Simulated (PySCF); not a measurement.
## Two structures, one formula

The two ends of one reaction step of BH2BrO, closed shell (PBE0-D4/def2-TZVP).

A:

```
5
angstrom
B -0.2475 0.1206 -0.3142
Br 1.2295 -0.7678 -1.1861
O -0.3029 0.2190 1.0180
H 0.4423 -0.1842 1.4755
H -1.1121 0.5822 -0.9858
```

B:

B1  (-1.237, 0.657, -0.679)
Br2  (2.408, -1.305, 1.215)
O3  (-0.404, 0.226, 0.068)
H4  (1.210, -0.653, 0.779)
H5  (-2.051, 1.080, -1.408)
(Å)

Computed with PySCF 2.14 with density fitting (its default auxiliary sets; JK sets also for MP2 and CCSD(T)) (basis: def2-TZVPP); correlated methods freeze the cores. Filled d shells of the heavier atoms are correlated. The def2 sets are not built for correlating such inner shells, so the correlated values are less sure here. B3LYP uses VWN-RPA correlation.

(1) Which structure is lower at CCSD(T), and by how much? (To be estimated.)

T1 diagnostic: at most 0.013.

Answers

(1) Computed: A, by 115.6 kJ/mol (electronic energy, against the other). By their contacts, A is BH₂BrO ([OH][BH][Br]) and B is a complex of BHO ([BH][O]) + HBr.

All methods give the same order:

```
   method  E(B) − E(A) (kJ/mol)
    SPW92                 145.3
   PBE-D4                 121.2
r2SCAN-D4                 129.2
  PBE0-D4                 134.5
 B3LYP-D4                 111.6
 BHLYP-D4                 126.2
  wB97M-V                 120.6
       HF                 122.6
      MP2                 114.5
     CCSD                 118.3
  CCSD(T)                 115.6
```

Labels in which every atom is bracketed show which atoms are joined, not bond orders.

For scale, one of the runs: CCSD(T)/def2-TZVPP, 138 basis functions, launched by `OMP_NUM_THREADS=4 python run.py`. Time: 58 s of wall clock on 4 CPU threads of an AMD EPYC 7B13; the host was shared. Peak host memory: 1 GiB.
